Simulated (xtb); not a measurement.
2-hydroxy-3H-oxaborole (C₃H₅BO₂), SMILES OB1CC=CO1. All values are semi-empirical tight-binding results from xtb (GFN2-xTB unless named), good for trends rather than for accurate numbers. The structure is a stationary point at GFN2-xTB. Other conformers were not sampled.

Optimised geometry:

```xyz
11

O     -0.0961     2.1063     0.0000
B     -0.0073     0.7667     0.0000
C      1.2630    -0.2266     0.0000
C      0.5276    -1.5366     0.0000
C     -0.7817    -1.3189     0.0000
O     -1.1507     0.0020     0.0000
H      0.7263     2.5920     0.0000
H      1.9107    -0.1403    -0.8748
H      1.9107    -0.1403     0.8748
H      1.0063    -2.4969     0.0000
H     -1.5961    -2.0224     0.0000
```

Computed properties:
```yaml
point_group_as_xtb_finds_it: Cs
orbital_gap: 4.81 eV
dipole_moment: 2.68 D
zero_point_energy: 50.8 kcal/mol
G − E(el) at 298.15 K (modified RRHO): 32.9 kcal/mol
static polarisability (D4 model): 54.2 bohr³
solvation energy, GFN2-xTB/ALPB(water): -5.8 kcal/mol
solvation energy, GFN2-xTB/ALPB(acetone): -8.5 kcal/mol
```

Computed IR lines (harmonic; lines under 4 % of the strongest left out, lines within 3 cm⁻¹ merged):
ν (cm⁻¹): 481 (m), 525 (w), 753 (w), 807 (w), 902 (m), 1010 (w), 1069 (m), 1125 (m), 1151 (m), 1274 (m), 1353 (vs), 1660 (w), 2957 (w), 2981 (w), 3150 (w), 3654 (w) (against the strongest line: vs over 80 %, s over 45 %, m over 15 %, w over 4 %, vw less)

Computed atomic charges and the Wiberg bond orders between heavy atoms:
charges (e) O1 -0.45, B2 0.44, C3 -0.16, C4 -0.08, C5 0.08, O6 -0.31, H7 0.31, H8 0.04, H9 0.04, H10 0.04, H11 0.05. Bond orders O1–B2 1.21, B2–C3 0.97, C3–C4 1.03, C4–C5 1.85, B2–O6 1.12, C5–O6 1.04.
